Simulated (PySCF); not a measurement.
**Ar⁺: excitation energy**

Ar⁺ [Ne] 3s2 3p5 (2P) → Ar⁺ [Ne] 3s1 3p5 3d1 (high-spin determinant), as a difference of total energies. Calculation: PySCF 2.14, in dyall-acv3z; the non-relativistic Hamiltonian (point nucleus). Correlated levels: valence: [Ne] frozen; valence and next inner shell: 1s2 frozen; virtual orbitals above 40 to 60 times the deepest correlated orbital energy dropped. The calculations carry no spin-orbit coupling.

```csv
method,excitation energy (eV)
UHF,32.796
MN15,30.931
MP2 (valence),32.054
SCS-MP2 (valence),31.963
MP2 (valence and next inner shell),32.033
```

Q: Estimate what SCS-MP2 (valence and next inner shell) gives.

A: 31.942 eV, closest to SCS-MP2 (valence) among the rows shown.

Q: Estimate what PBE0 gives.

A: 31.516 eV, closest to SCS-MP2 (valence) among the rows shown.

The upper state lies above the first ionisation limit, where it may autoionise and the basis confines it.

The promoted electron is Rydberg-like, and one or two diffuse shells describe it only roughly, which tends to raise the upper state.

The determinant of the upper state mixes LS terms, which raises its energy above the lowest term, most at the Hartree-Fock and MP2 levels.
